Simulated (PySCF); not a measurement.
[TaO2(OH)2]−: from a saddle point downhill

PySCF 2.14.0, RKS PBE0, Ta def2-SVP with ECP60, O def2-SVP, H def2-SVP; non-relativistic Hamiltonian with scalar-relativistic core potentials where named; density fitting; no spin-orbit coupling. Relaxed within the symmetry of its start, the geometry (Cs) is

```xyz
7

Ta    0.0553    0.0553   -0.1009
O     1.7814   -0.1774    0.3004
O    -0.1774    1.7814    0.3004
O    -1.9680   -0.1643    0.2446
H    -2.2775    0.7343    0.4056
O    -0.1643   -1.9680    0.2446
H     0.7343   -2.2775    0.4056
```

and its lowest harmonic modes are -246, 150, 253, 273, 355, 517 cm⁻¹ (negative: unstable). It was moved along the lowest mode and relaxed again.

**Question.** Where does it end, and how much lower?

**Answer.** In nearly C2, 3.419 eV lower, after 19 steps:
```xyz
7

Ta   -0.0536   -0.0368    0.2354
O     1.2330    0.0454   -0.9859
O     0.0768    1.3325    1.3579
O    -1.8340    0.0593   -0.6411
H    -2.4547    0.7116   -0.3076
O     0.1524   -1.7462    1.2264
H     0.8314   -2.3497    0.9152
```

**Question.** How do the contacts change?

**Answer.** 
```csv
contact,saddle (Å),end (Å)
Ta1–O2 (O),1.787,1.776
Ta1–O3 (O),1.787,1.775
Ta1–O4 (OH),2.064,1.987
Ta1–O6 (OH),2.064,1.987
```


**Question.** Is the end a minimum?

**Answer.** Yes; lowest modes 149, 187, 201, 204, 221, 271 cm⁻¹.

State: singlet.
